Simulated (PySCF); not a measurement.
Sn(H)3(Me), CH₆Sn, SMILES [CH3][SnH3], B3LYP/def2-SVP optimised geometry.

```
8

Sn    -0.58    -0.82     0.00
C     -1.33    -1.86     1.75
H      1.14    -0.82     0.00
H     -1.14     0.82     0.00
H     -1.14    -1.59    -1.43
H     -0.99    -2.90     1.74
H     -2.43    -1.84     1.76
H     -0.96    -1.37     2.66
```

Density from B3LYP/def2-TZVP, def2 effective core potentials past Kr (PySCF 2.14.0) at that geometry. The core electrons that the potentials of Sn replace are not part of the density.

Minimum of the electron density along straight lines between bonded atoms, close to the bond critical point (lines longer than 1.1 times the sum of covalent radii, or with two minima, are not listed):

```
bond    length / Å  ρ at the minimum / e bohr⁻³  ∇²ρ there / e bohr⁻⁵  position (fraction from the first atom)
------  ----------  ---------------------------  --------------------  ---------------------------------------
Sn1–C2       2.172                        0.101                  0.10                                     0.51
Sn1–H3       1.723                        0.110                  0.08                                     0.63
Sn1–H4       1.723                        0.110                  0.08                                     0.63
Sn1–H5       1.723                        0.110                  0.08                                     0.63
C2–H6        1.100                        0.270                 -0.89                                     0.64
C2–H7        1.100                        0.270                 -0.89                                     0.64
C2–H8        1.100                        0.270                 -0.89                                     0.64
```
